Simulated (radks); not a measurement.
Q: Species: neutral platinum. Configuration: [Xe] 4f14 5d8.5 6s1.5 (fractional occupations, a model configuration). All-electron calculation, Dirac Kohn-Sham, PBEsol, spin-unpolarised, spherical densities, finite nucleus; open shells are shared between the two j in proportion to 2j + 1; Fermi nuclear charge, rms radius 5.427 fm. Program: a radial shooting solver on a logarithmic mesh with Libxc functionals. Some entries of the table are withheld. Estimate them.

| orbital | occ. | eigenvalue (eV) | <r> (bohr) |
|---|---|---|---|
| 1s1/2 | 2 | -78245.84 | (1) |
| 2s1/2 | 2 | -13737.58 | 0.07172 |
| 2p1/2 | 2 | (2) | 0.05907 |
| 2p3/2 | 4 | (3) | 0.06750 |
| 3s1/2 | 2 | -3227.444 | (4) |
| 3p1/2 | 2 | -2972.423 | 0.1768 |
| 3p3/2 | 4 | -2592.645 | 0.1923 |
| 3d3/2 | 4 | -2166.067 | 0.1676 |
| 3d5/2 | 6 | -2084.174 | 0.1724 |
| 4s1/2 | 2 | -694.1833 | (5) |
| 4p1/2 | 2 | -585.8455 | 0.4180 |
| 4p3/2 | 4 | -495.3055 | 0.4519 |
| 4d3/2 | 4 | -317.4116 | 0.4618 |
| 4d5/2 | 6 | -300.5719 | 0.4731 |
| 5s1/2 | 2 | -102.9000 | 0.9526 |
| 4f5/2 | 6 | -73.2568 | 0.5125 |
| 4f7/2 | 8 | -69.8015 | 0.5199 |
| 5p1/2 | 2 | -68.2530 | 1.033 |
| 5p3/2 | 4 | -53.2152 | 1.133 |
| 5d3/2 | 3.4 | -7.9549 | (6) |
| 5d5/2 | 5.1 | -6.5803 | (7) |
| 6s1/2 | 1.5 | -6.1249 | (8) |

A: 
(1) 1s1/2 <r> (bohr): 0.01716
(2) 2p1/2 eigenvalue (eV): -13171.87
(3) 2p3/2 eigenvalue (eV): -11443.98
(4) 3s1/2 <r> (bohr): 0.1866
(5) 4s1/2 <r> (bohr): 0.4151
(6) 5d3/2 <r> (bohr): 1.620
(7) 5d5/2 <r> (bohr): 1.703
(8) 6s1/2 <r> (bohr): 2.862
